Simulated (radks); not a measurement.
Values are calculated unless marked as measured or tabulated.
Effect of the nuclear size on the europium ion Eu+, [Xe] 4f7 6s1. Level of theory: Dirac Kohn-Sham, BLYP, spin-unpolarised, spherical densities, finite nucleus; open shells fill j = l - 1/2 first; Fermi nuclear charge, rms radius 5.1115 fm (a radial shooting solver on a logarithmic mesh with Libxc functionals). The rms radius is varied about that value; shifts are against it.

rms radius (fm)	total energy shift (eV)	density at nucleus (e/bohr^3)	1s1/2 shift (meV)	2s1/2 shift (meV)	5s1/2 shift (meV)	5p1/2 shift (meV)	6s1/2 shift (meV)	4f7/2 shift (meV)	6p1/2 (empty) shift (meV)
4.3192	-5.40	6.04e+05	-2230	-285	-2.19	0.173	-0.200	0.342	0.052
4.6566	-3.19	5.929e+05	-1310	-168	-1.29	0.102	-0.118	0.202	0.030
5.1115	0	5.794e+05	0.000	0.000	0.000	0.000	0.000	0.000	0.000
5.5	2.90	5.69e+05	1200	153	1.18	-0.093	0.107	-0.183	-0.028
6.3792	10.0	5.485e+05	4140	529	4.07	-0.322	0.371	-0.635	-0.096

Slopes of the eigenvalues against <r^2> in GHz/fm^2, as finite differences over the two radii next to the reference (eigenvalue slopes, not the field-shift constants of lines): 1s1/2 70800, 2s1/2 9050, 5s1/2 69.7, 5p1/2 -5.51, 6s1/2 6.35, 4f7/2 -10.9, 6p1/2 (empty) -1.64.
